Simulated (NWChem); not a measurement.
The numbers come from NWChem runs, not from measurements. System: AgCl, charge 0, spin multiplicity 1, at a geometry optimised with PBE0/def2-SVP with def2 effective core potentials on Ag. The structure started from a generated list of species. Level: constrained B3LYP/def2-SVP with def2 effective core potentials on Ag, VWN1-RPA local correlation.

Part of the output:

```
             Northwest Computational Chemistry Package (NWChem) 7.3.0
             --------------------------------------------------------

                                NWChem Input Module
                                -------------------

 Scaling coordinates for geometry "geometry" by  1.889725989
 (inverse scale =  0.529177249)

                             Geometry "geometry" -> ""
                             -------------------------

 Output coordinates in angstroms (scale by  1.889725989 to convert to a.u.)

  No.       Tag          Charge          X              Y              Z
 ---- ---------------- ---------- -------------- -------------- --------------
    1 Ag                  47.0000     0.00000000     0.00000000    -0.61122200
    2 Cl                  17.0000     0.00000000     0.00000000     1.68985000

 Effective nuclear repulsion energy (a.u.)     183.7459331784

            Nuclear Dipole moment (a.u.)
            ----------------------------
        X                 Y               Z
 ---------------- ---------------- ----------------
     0.0000000000     0.0000000000     0.0000302356


 Summary of "ao basis" -> "" (spherical)
 ------------------------------------------------------------------------------
       Tag                 Description            Shells   Functions and Types
 ---------------- ------------------------------  ------  ---------------------
 *                          def2-svp                  on all atoms

                                 NWChem DFT Module
                                 -----------------

 Summary of "ao basis" -> "ao basis" (spherical)
 ------------------------------------------------------------------------------
       Tag                 Description            Shells   Functions and Types
 ---------------- ------------------------------  ------  ---------------------
 Ag                         def2-svp                11       31   5s3p2d1f
 Cl                         def2-svp                 8       18   4s3p1d

 Summary of "ao basis" -> "ao basis" (spherical)
 ------------------------------------------------------------------------------
       Tag                 Description            Shells   Functions and Types
 ---------------- ------------------------------  ------  ---------------------
 Ag                         def2-svp                11       31   5s3p2d1f
 Cl                         def2-svp                 8       18   4s3p1d
[...]
  ----- ------------  ---------------      ----- ------------  ---------------
    42      0.416795  2 Cl px                43     -0.417432  2 Cl py
    39      0.332581  2 Cl px                40     -0.333090  2 Cl py
    36      0.189808  2 Cl px                37     -0.190098  2 Cl py
    16      0.166221  1 Ag d -1              18      0.165967  1 Ag d  1
    12      0.116437  1 Ag px                13     -0.116615  1 Ag py

 Vector   19  Occ=0.000000D+00  E=-1.031874D-01
              MO Center=  4.5D-08,  8.9D-08, -9.1D-01, r^2= 4.6D+00
   Bfn.  Coefficient  Atom+Function         Bfn.  Coefficient  Atom+Function
  ----- ------------  ---------------      ----- ------------  ---------------
     4      0.478315  1 Ag s                  5      0.474502  1 Ag s
    44      0.380788  2 Cl pz                 2     -0.262892  1 Ag s
    14     -0.253269  1 Ag pz                41      0.239893  2 Cl pz
    11     -0.178935  1 Ag pz                17      0.177318  1 Ag d  0
     8      0.169348  1 Ag pz                 3     -0.145295  1 Ag s

 Vector   20  Occ=0.000000D+00  E= 1.955223D-03
              MO Center= -2.5D-09, -8.1D-10, -5.8D-01, r^2= 7.6D+00
   Bfn.  Coefficient  Atom+Function         Bfn.  Coefficient  Atom+Function
  ----- ------------  ---------------      ----- ------------  ---------------
    12      0.659420  1 Ag px                13      0.628963  1 Ag py
    42     -0.193061  2 Cl px                43     -0.184144  2 Cl py
     9      0.137815  1 Ag px                 6     -0.133921  1 Ag px
    10      0.131450  1 Ag py                 7     -0.127735  1 Ag py
    39     -0.112662  2 Cl px                40     -0.107459  2 Cl py

 Vector   21  Occ=0.000000D+00  E= 1.955224D-03
              MO Center=  4.8D-08, -4.5D-08, -5.8D-01, r^2= 7.6D+00
   Bfn.  Coefficient  Atom+Function         Bfn.  Coefficient  Atom+Function
  ----- ------------  ---------------      ----- ------------  ---------------
    13     -0.659420  1 Ag py                12      0.628963  1 Ag px
    43      0.193061  2 Cl py                42     -0.184144  2 Cl px
    10     -0.137815  1 Ag py                 7      0.133921  1 Ag py
     9      0.131450  1 Ag px                 6     -0.127735  1 Ag px
    40      0.112662  2 Cl py                39     -0.107459  2 Cl px

     ---------------------------------------------
      Total Density - Mulliken Population Analysis
     ---------------------------------------------

    Atom       Charge   Shell Charges
 -----------   ------   -------------------------------------------------------
    1 Ag  19    19.18  -0.49  1.70  0.79  0.65  0.12  5.97  0.15  0.29  8.91  1.08  0.00
    2 Cl  17    16.82   2.00  1.98  1.31  0.57  5.93  2.10  2.93  0.01

     -------------------------------------------
      Total Density - Lowdin Population Analysis
     -------------------------------------------

    Atom       Charge   Shell Charges
 -----------   ------   -------------------------------------------------------
    1 Ag  19    19.30   0.00  0.94  1.01  0.55  0.25  5.60  0.54  0.36  8.59  1.46  0.00
    2 Cl  17    16.70   2.00  1.96  1.05  0.75  5.81  2.18  2.93  0.01

 center of mass
 --------------
 x =   0.00000000 y =   0.00000000 z =  -0.08325688

 moments of inertia (a.u.)
 ------------------
         498.236099677014           0.000000000000           0.000000000000
           0.000000000000         498.236099677014           0.000000000000
           0.000000000000           0.000000000000           0.000000000000

     Multipole analysis of the density
     ---------------------------------

     L   x y z        total         alpha         beta         nuclear
     -   - - -        -----         -----         ----         -------
     0   0 0 0     -0.000000    -18.000000    -18.000000     36.000000

     1   1 0 0      0.000000      0.000000      0.000000      0.000000
     1   0 1 0      0.000000      0.000000      0.000000      0.000000
     1   0 0 1     -0.658104    -16.499657    -16.499657     32.341209

     2   2 0 0    -24.988896    -12.494448    -12.494448      0.000000
     2   1 1 0      0.000000      0.000000      0.000000      0.000000
     2   1 0 1      0.000000      0.000000      0.000000      0.000000
     2   0 2 0    -24.988896    -12.494448    -12.494448      0.000000
     2   0 1 1      0.000000      0.000000      0.000000      0.000000
     2   0 0 2    -21.280736   -109.993333   -109.993333    198.705930

 Task  times  cpu:        0.7s     wall:        0.7s

 Total times  cpu:        0.8s     wall:        0.8s
```

Write an NWChem input that would produce this output.

This is not unique; one that fits is 
```
start mol
memory heap 200 mb stack 900 mb global 1100 mb
geometry units angstroms nocenter noautoz noautosym
  Ag     0.000000     0.000000    -0.611222
  Cl     0.000000     0.000000     1.689850
end
basis spherical
  * library def2-svp
end
ecp
  Ag library def2-ecp
end
dft
  xc b3lyp
  semidirect memsize 60000000 filesize 0
  iterations 100
  convergence nolevelshifting
  cdft 2 2 charge 0.3 pop lowdin
end
task dft energy
```
